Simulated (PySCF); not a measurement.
**`N[Si@@H]1C[Si@H](C=O)N1`, C2H8N2OSi2**

Geometry:
```tsv
atom	x (Å)	y (Å)	z (Å)
N1	-2.280	-0.079	0.778
Si2	-1.360	-0.475	-0.618
C3	0.269	-1.380	-0.179
Si4	1.247	0.072	-0.942
C5	2.217	1.116	0.340
O6	1.721	1.981	1.019
N7	-0.303	0.727	-1.345
H8	-3.185	0.349	0.671
H9	-1.799	0.324	1.566
H10	-2.280	-1.045	-1.594
H11	0.413	-2.323	-0.695
H12	0.427	-1.565	0.878
H13	2.136	-0.185	-2.078
H14	3.300	0.891	0.467
H15	-0.527	1.600	-1.793
```

The calculation used PySCF, TDDFT B3LYP/def2-SVPD circular dichroism and optical rotation, one conformer, gas phase. Geometry: GFN2-xTB.

The molecule is flexible and this is one conformer; a measurement averages over conformers. States above about 6.5 eV lie in this functional's continuum (it starts at minus the energy of the highest occupied orbital, well below the true ionisation energy for most functionals) and depend on the basis.

Q: Draw the ECD and absorption spectra from the lowest 16 states, each a Gaussian of half-width 0.25 eV at 1/e height.

A: 
| E (eV) | λ (nm) | Δε (L mol⁻¹ cm⁻¹) | ε (L mol⁻¹ cm⁻¹) |
| --- | --- | --- | --- |
| 2.51 | 494 | +0.04 | 1.5 |
| 2.66 | 466 | +0.29 | 11.5 |
| 2.81 | 442 | +1.09 | 43 |
| 2.96 | 419 | +1.99 | 78.4 |
| 3.11 | 399 | +1.76 | 69.6 |
| 3.26 | 381 | +0.76 | 30 |
| 3.41 | 364 | +0.16 | 6.31 |
| 3.56 | 348 | +0.02 | 0.649 |
| 3.71 | 334 | 0.00 | 0.151 |
| 3.86 | 321 | -0.06 | 2.22 |
| 4.01 | 309 | -0.53 | 20.1 |
| 4.16 | 298 | -2.35 | 88.6 |
| 4.31 | 288 | -5.05 | 190 |
| 4.46 | 278 | -5.28 | 200 |
| 4.61 | 269 | -2.67 | 124 |
| 4.76 | 261 | -0.54 | 227 |
| 4.91 | 253 | +0.50 | 889 |
| 5.06 | 245 | +1.39 | 1940 |
| 5.21 | 238 | +2.85 | 2440 |
| 5.36 | 231 | +7.32 | 2990 |
| 5.51 | 225 | +13.94 | 4220 |
| 5.66 | 219 | +13.96 | 3890 |
| 5.81 | 213 | +6.53 | 2010 |
| 5.96 | 208 | -2.02 | 1570 |
| 6.11 | 203 | -13.78 | 3860 |
| 6.26 | 198 | -24.10 | 6870 |
| 6.41 | 193 | -17.51 | 7620 |
| 6.56 | 189 | +1.74 | 7010 |
| 6.71 | 185 | +18.65 | 6490 |
| 6.86 | 181 | +28.43 | 5900 |
| 7.01 | 177 | +27.51 | 5430 |

Δε uses R in velocity form, ε uses f in length form. Only the states computed contribute, so the short-wavelength end is incomplete.

The sign of the CD band at 175 nm isn't settled: the length form gives the opposite one.
